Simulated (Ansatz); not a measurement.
A nudged elastic band was laid between two geometries of CH5NSiTe (9 atoms, charge 0, multiplicity 1).

The calculation used Ansatz, RHF/def2-SVP.

* movable images: 1
* climbing image: no
* spring: 5.0 eV/Å²
* optimiser: quadratic models (default)
* start path: through a guess of the saddle point
* force threshold: 0.03 eV/Å
* iteration limit: 60
* end points: relaxed

Initial state:

```xyz
9
Properties=species:S:1:pos:R:3
C 0.199 1.429 -0.993
N 0.960 0.565 -0.516
Si 0.627 -0.928 0.302
Te -1.831 -1.471 0.641
H -0.895 1.368 -0.959
H 0.603 2.317 -1.484
H 1.147 -2.039 -0.516
H 1.280 -0.884 1.621
H -2.002 -0.403 1.887
```

Final state:

```xyz
9
Properties=species:S:1:pos:R:3
C 0.683 1.269 -1.001
N 0.514 0.608 0.051
Si 0.464 -1.402 0.325
Te -2.013 -1.431 1.114
H 0.729 0.754 -1.954
H 0.781 2.351 -0.992
H 0.108 -1.542 -1.139
H 0.468 1.151 0.900
H -1.645 -1.803 2.679
```

What changes between the two ends?

Bonds broken: Si3–H8. Bonds formed: N2–H8.

What energy profile does the band end with?

It converged. The highest image is number 2 of 0 to 2, 1.08 eV above the first end and 0.00 eV above the last; the last end lies 1.08 eV above the first. The highest image is an end point: on this band no image between the ends rises above it. So few images can step over the top or miss a turn of the path. The orbitals stay closed-shell, which can raise the energy where a bond breaks towards radicals; this wasn't checked here.

| image | path coordinate (Å) | energy (eV) | Si3–H8 (Å) | N2–H8 (Å) |
| --- | --- | --- | --- | --- |
| 0 | 0.00 | 0.00 | 1.47 | 2.60 |
| 1 | 2.68 | 0.09 | 1.47 | 2.58 |
| 2 | 5.36 | 1.08 | 2.62 | 1.01 |

The run took 34 s on 2 threads of Arm Neoverse V1, on a shared host, peak memory 0.21 GiB.
